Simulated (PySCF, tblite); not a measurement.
**Question.** What does the GFN2-xTB structure of 2-chloroaniline, `Nc1ccccc1Cl` look like in three dimensions?

**Answer.** 
Z-matrix in Å and degrees, rows numbered from 1:
```
N 
C   1  1.3712
C   2  1.3968  1  121.33
C   3  1.3802  2  121.13  1   176.65
C   4  1.3848  3  120.50  2     0.09
C   5  1.3848  4  119.53  3     0.06
C   6  1.3803  5  119.77  4    -0.06
Cl  7  1.7410  2  118.98  1     3.71
H   1  1.0057  2  117.05  3    21.75
H   1  1.0076  2  116.17  3   164.87
H   3  1.0803  2  118.58  1    -3.26
H   4  1.0795  3  119.45  2   179.98
H   5  1.0784  4  120.56  3  -179.93
H   6  1.0790  5  120.63  4   179.81
```

Of the pairs four or more bonds apart, Cl8···H10 is among the closest relative to their van der Waals radii: 2.51 Å, 85 % of the sum of Bondi's values. N1 (aniline-type nitrogen) has angles 117.1°, 116.2° and 116.0°, sum 349.3°, 0.21 Å off the plane of its three neighbours. The 8 heavy atoms lie in one plane (0.018 Å rms). The 6-membered ring C2–C3–C4–C5–C6–C7 has internal angles of 117.3° to 121.8°; it is planar, 0.00 Å rms from its mean plane, widest ring torsion 0°.

The geometry is computed with GFN2-xTB (gas phase).

Point group: near Cs, missed by 0.31 Å at most; the miss may be what the optimiser left on a soft mode. Its GFN2-xTB frequencies are all real (lowest 142 cm⁻¹).
